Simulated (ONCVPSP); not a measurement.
strontium (Sr): ONCV pseudisation with PBE, scalar-relativistic reference atom.

strontium, optimised norm-conserving Vanderbilt (ONCV), made with ONCVPSP 4.0.1 (PBE, scalar-relativistic). Core [Kr], reference 5s1 5p1. Waves: 5s: rc 3.70 bohr, ncon 4, nbas 8, qcut 1.5 1/bohr, 2 projectors, debl 3.8 Ha; 5p: rc 4.00 bohr, ncon 4, nbas 8, qcut 2.5 1/bohr, 1 projector; d scattering state at 0.04 Ha: rc 3.70 bohr, ncon 3, nbas 6, qcut 3 1/bohr, local. Local part: the d channel. Core correction: none.

In the d channel the program set the typed energies aside and used -0.080 Ha.

All-electron outer shells of the reference configuration (PBE, scalar-relativistic, ld1.x):

| shell | level (eV) | outermost node (bohr) | outermost maximum (bohr) |
| --- | --- | --- | --- |
| 4p | -24.12 | 0.61 | 1.33 |
| 5s | -4.18 | 1.64 | 3.62 |
| 5p | -1.83 | 1.95 | 4.77 |

(1) Estimate the cutoffs (Ha) at which the residual kinetic energy of the hardest occupied pseudo-wave falls to 1 and 0.1 mHa per electron.

(2) What does a ghost test show?

(3) Which valence shell sets the plane-wave cutoff?

Answers

(1) 1.9 Ha and 10 Ha. The cutoffs count occupied waves only; projector 2 of the s channel, the hardest unoccupied one, needs 20 Ha at the loose tolerance.

(2) No bound ghost flagged; GHOST(+) flagged for p at 13.6 eV, s at 87.0 eV.

(3) 5s: 2 Ha for 1 mHa per electron, against 1 Ha for 5p.

Its largest configuration-test error is -14 meV (5s1 5p0). 1 of 4 tests not solved or not reliable.
